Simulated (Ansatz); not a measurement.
Cd11H28S11. Total charge 0; singlet. Geometry PBE-D4/def2-SVP, loosely relaxed.

```xyz
50

Cd   -4.715   -0.220    0.503
S    -3.761   -3.248    0.320
Cd   -2.927    0.652    3.297
S    -0.202    1.565    4.141
S    -1.975   -0.955    1.592
Cd    0.362   -1.624    2.521
Cd   -1.389   -4.093   -1.176
S     0.649   -3.411    0.344
Cd    2.625    1.734    3.174
S     2.247   -0.140    1.518
Cd    4.470    1.542    0.284
Cd    2.768   -3.318   -1.206
S     4.710   -1.597    0.168
S    -2.560    2.633    1.447
Cd   -1.944    0.597   -0.418
S    -1.543   -1.721   -2.246
Cd   -0.802    4.104   -0.138
S     1.444    3.412    1.363
S    -0.436    2.062   -1.720
Cd    1.546    1.268   -0.473
Cd    0.236   -1.569   -4.124
S     1.980   -1.073   -2.277
H    -5.828   -0.382    1.752
H    -3.897    0.231   -0.993
H    -3.564   -3.524    1.635
H    -4.574   -4.336    0.123
H    -3.843    0.885    4.703
H    -0.061    0.978    5.365
H    -0.442    2.799    4.668
H     0.518   -2.309    4.088
H    -1.790   -5.658   -1.705
H     0.876   -4.633    0.904
H     3.465    2.316    4.525
H     5.620    1.821    1.477
H     3.462    1.658   -1.158
H     3.730   -4.612   -1.738
H     4.718   -1.880    1.496
H     5.877   -2.279   -0.077
H    -3.736    3.283    1.224
H    -2.997    2.299   -3.137
H    -3.744    2.276   -3.325
H    -2.680   -1.899   -2.976
H    -1.126    5.771   -0.300
H     2.298    4.426    1.058
H     1.694    3.276   -3.244
H    -0.267    1.167   -4.106
H     2.358    3.557   -3.514
H     0.275   -1.893   -5.788
H    -0.209    0.871   -4.824
H     3.086   -0.810   -3.029
```

In the def2 sets Cd takes a core potential; there is no spin–orbit coupling. Single mean-field runs in def2-SVP are fitted with def2-universal-jkfit. The geometry of the charge 0 singlet is only loosely relaxed. In the singlet geometry the species has come apart into loosely held pieces. In the singlet, H40 and H41 lie 0.77 Å apart, H45 and H47 lie 0.77 Å apart, H46 and H49 lie 0.78 Å apart (atoms count from 1), so H2 has formed as a molecule.

Task: Estimate the orbital energies around the gap (eV) in Ansatz with PBE-D4/def2-SVP, r2SCAN-D4/def2-SVP, PBE0-D4/def2-SVP.

Result: 
```csv
orbital,PBE-D4/def2-SVP,r2SCAN-D4/def2-SVP,PBE0-D4/def2-SVP
HOMO−9,-6.40,-6.68,-7.51
HOMO−8,-6.37,-6.63,-7.48
HOMO−7,-6.26,-6.52,-7.34
HOMO−6,-6.14,-6.40,-7.22
HOMO−5,-6.10,-6.35,-7.19
HOMO−4,-5.88,-6.12,-6.93
HOMO−3,-5.79,-6.04,-6.86
HOMO−2,-5.65,-5.90,-6.73
HOMO−1,-5.59,-5.84,-6.67
HOMO,-5.52,-5.76,-6.56
LUMO,-2.29,-2.08,-1.56
LUMO+1,-2.01,-1.73,-1.28
LUMO+2,-1.95,-1.71,-1.20
LUMO+3,-1.82,-1.59,-1.06
LUMO+4,-1.67,-1.42,-0.94
LUMO+5,-1.64,-1.36,-0.92
```
